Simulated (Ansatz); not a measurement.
Reaction (formal exchange of groups at a Ge–Si bond): `[CH3][GeH]([CH3])[SiH3]` + `C#C` → `C#[C][GeH]([CH3])[CH3]` + SiH₄

Calculated with Ansatz (gas phase, PBE0-D4/def2-TZVP geometries, no zero-point term in ΔE). CBS: MP2 limit from def2 TZ/QZ plus the TZ coupled-cluster correction, frozen cores. This one scheme is used for every species. DFT in def2-TZVPP. For Ge outer-core shells are correlated without core-valence functions, which leaves a few kJ/mol of doubt a bond. Scalar relativity is left out up to krypton.

`[CH3][GeH]([CH3])[SiH3]`:

Z-matrix (Å, degrees):
```
C
Ge 1 1.961
H 1 1.091 2 110.8
H 1 1.091 2 110.0 3 120.1
H 1 1.091 2 110.3 3 -120.2
C 2 1.961 1 109.7 3 -178.3
Si 2 2.385 1 110.4 3 59.8
H 2 1.547 1 108.8 3 -59.5
H 6 1.091 2 110.8 1 178.4
H 6 1.091 2 110.0 1 58.3
H 6 1.091 2 110.3 1 -61.4
H 7 1.489 2 111.1 1 179.8
H 7 1.490 2 110.2 1 60.2
H 7 1.489 2 111.1 1 -59.5
```

`C#C`:

```xyz
4

C     0.012   -0.149    0.579
C    -0.012    0.149   -0.579
H     0.033   -0.415    1.610
H    -0.033    0.415   -1.610
```

`C#[C][GeH]([CH3])[CH3]`:

```xyz
13

C    -1.081   -0.847   -2.575
C    -0.525   -0.703   -1.514
Ge    0.340   -0.443    0.170
C     1.482    1.130    0.034
C    -1.034   -0.223    1.535
H    -1.570   -0.978   -3.513
H     1.183   -1.704    0.446
H     2.221    0.996   -0.756
H     2.002    1.301    0.978
H     0.878    2.009   -0.199
H    -1.647    0.650    1.308
H    -1.678   -1.102    1.570
H    -0.573   -0.085    2.515
```

SiH₄:

```xyz
5

Si    0.000    0.000    0.000
H    -0.901   -0.238   -1.155
H     1.394   -0.336   -0.383
H    -0.420   -0.855    1.139
H    -0.074    1.428    0.400
```

```
        level  ΔE (eV)
      PBE0-D4    -0.05
       B2PLYP    -0.18
          PBE    -0.02
HF/def2-QZVPP    -0.29
```

Task: What does CCSD(T)/CBS give? (Best estimate.)

Result: Ansatz gave: -0.13 eV. The listed levels differ from it by 0.08, -0.05, 0.11, -0.16 eV.

Largest T1 diagnostic among the species: 0.013.

From PBE to PBE0 (25 % exact exchange), in def2-TZVPP and without D4, ΔE moves by −0.04 eV. In def2-TZVPP, CCSD(T) changes the Hartree–Fock value by +0.10 eV (the triples alone add +0.00 eV) and MP2 by +0.05 eV.
